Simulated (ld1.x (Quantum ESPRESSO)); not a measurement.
## Os: TM pseudisation with PBE, scalar-relativistic reference atom.

ld1.x (Quantum ESPRESSO) 7.5 input, shortened:

```
&input
   title='Os', zed=76., rel=1, dft='PBE', iswitch=3,
   config='[Xe] 4f14 5d6 5f-2 6s1 6p1'
 /
 &inputp
   pseudotype=2, tm=.true., lloc=-1, rcloc=2.80,
   nlcc=.true., rcore=1.15
 /
4
6S  1  0   1.00   0.00  2.05  2.05  0.0
6P  2  1   1.00   0.00  2.75  2.75  0.0
5D  3  2   6.00   0.00  1.60  1.60  0.0
5F  4  3  -2.00   0.15  2.95  2.95  0.0
 &test
   configts(1)='5d6 6s1 6p1'
 /
```

All-electron outer shells of the reference configuration (PBE, scalar-relativistic, ld1.x):

| shell | level (eV) | outermost node (bohr) | outermost maximum (bohr) |
| --- | --- | --- | --- |
| 4f | -53.77 | – | 0.40 |
| 5p | -52.65 | 0.55 | 1.03 |
| 5d | -7.92 | 0.60 | 1.36 |
| 6s | -7.36 | 1.20 | 2.45 |
| 6p | -2.12 | 1.43 | 3.43 |

Calculated quality:

| Item | Value |
| --- | --- |
| Cutoffs needed | 35 Ry and 60 Ry (the cutoffs (Ry, on a coarse ladder) from which the occupation-weighted sum of valence levels, in a spherical-Bessel basis at the reference potential, stays within 10 and 1 mRy of its value at 400 Ry) |
| Ghost test | no extra level below or beside the all-electron valence levels (s, p, d, f tested) (spherical-Bessel basis up to 400 Ry, 20 bohr box) |
| Largest excitation error | -106 meV (all-electron minus pseudo) for 5d5 6s0 6p0, out of 7 test configurations |

Generation and tests took about 1.5 s on one core of a shared server CPU.
